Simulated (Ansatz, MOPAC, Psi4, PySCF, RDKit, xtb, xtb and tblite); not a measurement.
Conformational energy of SMILES N#Cc1cccc(C=C)c1. Scanned: dihedral C1–C2–C3–C4; all other coordinates were relaxed at B3LYP-D3(BJ)/def2-SVP. Points at φ and −φ are mirror images.

Geometry of the scan point at 15° (Å):
```
17

C      2.8304    -1.0109    -0.0023
C      2.1017     0.0757     0.2871
C      0.6442     0.2241     0.1351
C     -0.2197    -0.8726    -0.0540
C     -1.5935    -0.6910    -0.2020
C     -2.1469     0.5895    -0.1573
C     -1.3034     1.6953     0.0442
C     -1.8558     3.0196     0.1024
N     -2.3019     4.0903     0.1497
C      0.0808     1.5076     0.1933
H      3.9131    -1.0156     0.1424
H      2.3846    -1.9280    -0.3969
H      2.6199     0.9700     0.6507
H      0.1904    -1.8840    -0.0737
H     -2.2436    -1.5567    -0.3461
H     -3.2216     0.7402    -0.2690
H      0.7234     2.3761     0.3508
```

- GFN2-xTB, on its own relaxed geometries (the stored frames are those of B3LYP-D3(BJ)/def2-SVP) (xtb and tblite)
- MMFF94 // B3LYP-D3(BJ)/def2-SVP (RDKit)
- B3LYP/def2-TZVP // B3LYP-D3(BJ)/def2-SVP (Psi4)
- B3LYP-D3(BJ)/def2-TZVP // B3LYP-D3(BJ)/def2-SVP (Psi4)
- PBE/def2-TZVP // B3LYP-D3(BJ)/def2-SVP (Psi4)
- PBE-D3(BJ)/def2-TZVP // B3LYP-D3(BJ)/def2-SVP (Psi4)
- wB97X-D/def2-TZVP // B3LYP-D3(BJ)/def2-SVP (Psi4)
- RHF/cc-pVDZ // B3LYP-D3(BJ)/def2-SVP (Ansatz, a program for electronic structure)
- MP2/cc-pVDZ = MP2 on RHF/cc-pVDZ, frozen core // B3LYP-D3(BJ)/def2-SVP (Ansatz)
- CCSD/cc-pVDZ = CCSD on RHF/cc-pVDZ, frozen core // B3LYP-D3(BJ)/def2-SVP (Ansatz)
- CCSD(T)/cc-pVDZ = Ansatz with CCSD(T) on RHF/cc-pVDZ, frozen core // B3LYP-D3(BJ)/def2-SVP
- RHF/cc-pVTZ // B3LYP-D3(BJ)/def2-SVP (Ansatz)
- MP2/cc-pVTZ = Ansatz with MP2 on RHF/cc-pVTZ, frozen core // B3LYP-D3(BJ)/def2-SVP
- UFF // B3LYP-D3(BJ)/def2-SVP (RDKit)
- AM1, restricted, heats of formation // B3LYP-D3(BJ)/def2-SVP (MOPAC)
- PM7, restricted, heats of formation // B3LYP-D3(BJ)/def2-SVP (MOPAC)
- GFN1-xTB // B3LYP-D3(BJ)/def2-SVP (xtb)
- RKS-B3LYP/6-31G* = PySCF 2.14.0 with restricted B3LYP/6-31G*, spherical d, density fitting // B3LYP-D3(BJ)/def2-SVP
- RKS-B3LYP/LANL2DZ = PySCF 2.14.0 with restricted B3LYP/LANL2DZ, density fitting // B3LYP-D3(BJ)/def2-SVP
- RMP2/3-21G = restricted MP2 (frozen core)/3-21G // B3LYP-D3(BJ)/def2-SVP (PySCF)
- RKS-LDA (SVWN5)/6-31G* = restricted LDA (SVWN5)/6-31G*, spherical d, density fitting // B3LYP-D3(BJ)/def2-SVP (PySCF)

Least-squares fit of E(φ) = a0 + Σ (a_n cos nφ + b_n sin nφ), n = 1 to 4, to the 12 scan points, in kcal/mol above the lowest point of each profile (levels whose profile four harmonics don't fit are not listed):

| method | a0 | a1 | b1 | a2 | b2 | a3 | b3 | a4 | b4 | rms of fit |
|---|---|---|---|---|---|---|---|---|---|---|
| GFN2-xTB | 1.17 | 0.02 | 0.00 | -1.56 | 0.00 | -0.01 | 0.00 | 0.39 | 0.00 | 0.00 |
| MMFF94 | 0.40 | 0.01 | 0.00 | -0.57 | 0.00 | 0.03 | 0.00 | 0.30 | 0.00 | 0.04 |
| B3LYP/def2-TZVP | 1.49 | -0.01 | 0.00 | -1.93 | 0.00 | -0.01 | 0.00 | 0.40 | 0.00 | 0.01 |
| B3LYP-D3(BJ)/def2-TZVP | 1.52 | 0.01 | 0.00 | -1.99 | 0.00 | -0.02 | 0.00 | 0.42 | 0.00 | 0.00 |
| PBE/def2-TZVP | 1.63 | 0.00 | 0.00 | -2.10 | 0.00 | -0.02 | 0.00 | 0.43 | 0.00 | 0.01 |
| PBE-D3(BJ)/def2-TZVP | 1.64 | 0.01 | 0.00 | -2.13 | 0.00 | -0.03 | 0.00 | 0.44 | 0.00 | 0.00 |
| wB97X-D/def2-TZVP | 1.16 | 0.04 | 0.00 | -1.57 | 0.00 | -0.05 | 0.00 | 0.41 | 0.00 | 0.00 |
| RHF/cc-pVDZ | 0.97 | -0.01 | 0.00 | -1.32 | 0.00 | 0.00 | 0.00 | 0.37 | 0.00 | 0.01 |
| MP2/cc-pVDZ | 1.08 | 0.02 | 0.00 | -1.50 | 0.00 | -0.01 | 0.00 | 0.47 | 0.00 | 0.00 |
| CCSD/cc-pVDZ | 0.96 | 0.01 | 0.00 | -1.32 | 0.00 | 0.00 | 0.00 | 0.38 | 0.00 | 0.00 |
| CCSD(T)/cc-pVDZ | 1.07 | 0.02 | 0.00 | -1.44 | 0.00 | -0.01 | 0.00 | 0.39 | 0.00 | 0.00 |
| RHF/cc-pVTZ | 1.00 | -0.02 | 0.00 | -1.35 | 0.00 | 0.01 | 0.00 | 0.37 | 0.00 | 0.01 |
| MP2/cc-pVTZ | 1.23 | 0.02 | 0.00 | -1.68 | 0.00 | -0.02 | 0.00 | 0.46 | 0.00 | 0.00 |
| UFF | 1.91 | -0.01 | 0.00 | -2.64 | 0.00 | -0.02 | 0.00 | 0.78 | 0.00 | 0.02 |
| AM1 | 0.65 | -0.01 | 0.00 | -0.86 | 0.00 | 0.03 | 0.00 | 0.20 | 0.00 | 0.01 |
| PM7 | 0.17 | 0.00 | 0.00 | -0.15 | 0.00 | 0.01 | 0.00 | 0.16 | 0.00 | 0.01 |
| GFN1-xTB | 1.21 | 0.01 | 0.00 | -1.57 | 0.00 | -0.02 | 0.00 | 0.31 | 0.00 | 0.00 |
| RKS-B3LYP/6-31G* | 1.60 | -0.01 | 0.00 | -2.08 | 0.00 | -0.01 | 0.00 | 0.43 | 0.00 | 0.00 |
| RKS-B3LYP/LANL2DZ | 2.02 | 0.01 | 0.00 | -2.54 | 0.00 | 0.00 | 0.00 | 0.38 | 0.00 | 0.00 |
| RMP2/3-21G | 0.41 | 0.03 | 0.00 | -0.50 | 0.00 | -0.02 | 0.00 | 0.38 | 0.00 | 0.00 |
| RKS-LDA (SVWN5)/6-31G* | 2.06 | 0.00 | 0.00 | -2.65 | 0.00 | -0.04 | 0.00 | 0.51 | 0.00 | 0.00 |
